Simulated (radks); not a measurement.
Spherical jellium clusters: N electrons in a uniform positive sphere of charge N and radius rs N^(1/3), rs = 3.82 bohr. Calculated with a radial shooting solver with Libxc functionals: non-relativistic Kohn-Sham, PBE, spin-polarised, spherical densities. Levels are named by radial order and angular momentum (1s, 1p, 1d, 2s, ...), and open shells are averaged over m.

N = 9, configuration 1s2 1p6 1d(up 1, down 0). This is the lowest configuration that the search found. Occupied and some empty levels:

level    occupation  eigenvalue (eV)  <r> (bohr)
1s up             1          -4.8703       5.346
1s down           1          -4.8113       5.141
1p up             3          -3.6371       6.418
1p down           3          -3.4790       6.302
1d up             1          -2.1290       7.415
1d down           0          -1.9182       7.384
2s up             0          -1.5680       7.358
2s down           0          -1.4925       7.344
1f up             0         -0.53305       8.926
1f down           0         -0.31721       9.077

Energy (eV): total -15.9869, kinetic 16.648, external -324.90, Hartree 159.11, exchange-correlation -33.282, background 166.43.

Electron density:

r (bohr)  n(r) (e/bohr^3)
0.592            0.002728
1.25             0.003069
1.91             0.003586
2.57             0.004176
3.23             0.004714
3.89             0.005068
4.55             0.005127
5.21             0.004830
5.86             0.004194
6.52             0.003325
7.18             0.002388
7.84             0.001550
8.50            0.0009196
9.16            0.0005123
9.82            0.0002749
10.5            0.0001444
11.1           0.00007509
11.8           0.00003879
12.4           0.00002015
13.1           0.00001032
